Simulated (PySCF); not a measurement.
A calculated (UHF, PySCF 2.14, cc-pVDZ-DK, scalar relativity by spin-free X2C-1e) atom or ion has these occupied shells.

```json
{"shell": "1s", "electrons": "2", "orbital energy (eV)": "-128.79", "rms radius, mean of both spins (bohr)": "0.482"}
{"shell": "2s", "electrons": "2", "orbital energy (eV)": "-8.411", "rms radius, mean of both spins (bohr)": "2.89"}
```

(1) Name the element and its charge.

## Answers

(1) Be (beryllium, neutral), in [He] 2s2, closed-shell 1S.
